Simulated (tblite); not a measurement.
Compound: C5H6F3NO2.
Geometry (GFN2-xTB, Å), atoms numbered from 1 in this order:
```
atom  x, y, z in Å
C1    -3.1757    0.1313    1.1029
N2    -1.7444    0.2960    0.9811
C3    -1.0522   -0.3513    0.0185
O4    -1.5769   -1.0963   -0.7834
C5     0.4106   -0.0677    0.0334
C6     1.1758   -0.6565   -0.8728
O7     2.5440   -0.5414   -1.0440
C8     3.2326    0.2412   -0.2277
F9     4.5133    0.2040   -0.5657
F10    2.8557    1.5307   -0.2611
F11    3.1574   -0.1184    1.0650
H12   -3.5412    0.7281    1.9331
H13   -3.6674    0.4446    0.1798
H14   -3.4168   -0.9201    1.2709
H15   -1.2730    0.9079    1.6255
H16    0.7845    0.6090    0.7861
H17    0.7667   -1.3292   -1.6127
```

Computed with GFN2-xTB (tblite): harmonic, unscaled wavenumbers at the GFN2-xTB geometry, gas phase. The method is semi-empirical: single wavenumbers can be off by several per cent or more. One conformer, not necessarily the lowest. The optimisation stopped once no atom felt more than 0.01 eV/Å.

Lowest wavenumbers of the output (negative numbers stand for imaginary wavenumbers):
```
mode    cm-1
  1    -151.8
  2      40.1
  3      56.7
  4      83.9
  5     106.1
  6     161.6
  7     194.8
  8     239.3
  9     251.5
 10     288.6
 11     344.8
 12     406.0
 13     435.2
 14     462.7
 15     537.5
```

Is this structure a minimum?

No. 1 mode is imaginary beyond 20i (152i cm⁻¹), so at this level the point lies at or near a first-order saddle.

Which atoms move in the imaginary mode?

152i: H13 (methyl hydrogen) 31 %, H14 (methyl hydrogen) 31 %, H12 (methyl hydrogen) 28 %. These are shares of the mass-weighted motion.

What is the remedy?

Step along that mode in both directions, optimise again with tighter thresholds and repeat the frequencies. The zero-point energy of this point (70.1 kcal/mol) counts the 44 real modes alone, and thermal corrections from it aren't those of a minimum.

The run took 0.85 s of wall time on one thread, Intel Xeon Platinum 8488C (x86_64), no GPU (shared host). The figure is for the frequency step alone.
